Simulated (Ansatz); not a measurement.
Ansatz (a quantum-chemistry and plane-wave program) input (revPBE/def2-TZVPD):

Ansatz 0.2 input:
```yaml
crystal:
  periodic: [false, false, false]
  atoms:
    - {symbol: B, position_ang: [0.11337301, -1.19708641, -0.00663803]}
    - {symbol: C, position_ang: [-1.03482468, -1.94710446, 0.70317632]}
    - {symbol: Br, position_ang: [0.27324287, 0.68734507, -0.19848799]}
    - {symbol: H, position_ang: [-0.79660935, -1.95174271, 1.77564455]}
    - {symbol: H, position_ang: [-1.12218777, -2.98892178, 0.39264573]}
    - {symbol: H, position_ang: [-2.00262007, -1.44835402, 0.59292161]}
basis:
  gaussian:
    orbitals: def2-TZVPD
hamiltonian:
  xc: {name: revPBE}
magnetization: {spin_polarized: true, initial_magnetization: 1}
output: {forces: true}
```

End of the output:

```
integrals: 0.06 GiB planned
912 factors; their error is unknown
mean field: 0.69 GiB planned
mean field evaluation 1: about -71791.6071 eV, gradient 4.6e1 eV
mean field evaluation 2: about -71762.2260 eV, gradient 7.7e1 eV
mean field evaluation 4: about -71801.0381 eV, gradient 1.1e1 eV
mean field evaluation 8: about -71801.7265 eV, gradient 2.5e-1 eV
mean field evaluation 16: about -71801.7267 eV, gradient 3.5e-5 eV
mean field -71801.72671403 eV, -2638.6647877821 hartree, gradient 3.5e-5 eV, S^2 0.753069; 0 other end points of the search recorded, 0 dependent functions left out
the calculation of the forces begins
reference -71801.72678827 eV, -2638.6647905104 hartree; 25, 24 occupied and 133, 134 virtual orbitals, 912 factors
Total energy: -71801.72678827 eV, -2638.6647905104 hartree
Atom 0 at     0.113373    -1.197086    -0.006638 Å, force     0.175556    -0.000149    -0.093314 eV/Å
Atom 1 at    -1.034825    -1.947104     0.703176 Å, force     0.024761     0.015271    -0.071629 eV/Å
Atom 2 at     0.273243     0.687345    -0.198488 Å, force     0.039418     0.166448    -0.033270 eV/Å
Atom 3 at    -0.796609    -1.951743     1.775645 Å, force     0.053402    -0.012474     0.283569 eV/Å
Atom 4 at    -1.122188    -2.988922     0.392646 Å, force    -0.019417    -0.294463    -0.075157 eV/Å
Atom 5 at    -2.002620    -1.448354     0.592922 Å, force    -0.273719     0.125367    -0.010199 eV/Å
Dipole moment:    -0.215152    -0.138165     0.146164 e Å
```

It need not be the lowest isomer of its formula.
